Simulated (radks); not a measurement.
Results of a calculation; reference values are marked as such.
Valence configurations of Eu II (all share [Xe]). Level of theory: Dirac Kohn-Sham, PBEsol, spin-unpolarised, spherical densities, point nucleus; open shells fill j = l - 1/2 first (a radial shooting solver on a logarithmic mesh with Libxc functionals). Order these by energy: 4f6.5 6s1.5; 4f5 5d1 6s2; 4f6 5d1 6s1; 4f7.5 6s0.5; 4f8; 4f6 6s2; 4f6 6s1 6p1; 4f7 6s1; 4f4 6s1 6p3; 4f6 5d1 6s0.5 6p0.5.

Answer. From the lowest, in eV above it: 4f7 6s1 0.000; 4f7.5 6s0.5 0.630; 4f6.5 6s1.5 0.708; 4f8 2.272; 4f6 6s2 3.022; 4f6 5d1 6s1 3.264; 4f6 5d1 6s0.5 6p0.5 4.874; 4f6 6s1 6p1 6.496; 4f5 5d1 6s2 12.636; 4f4 6s1 6p3 48.103. NIST lists [Xe] 4f7 6s1 as the ground configuration; this level of theory agrees among the configurations tried. The energies are those of spherical spin-averaged densities, not of single terms.
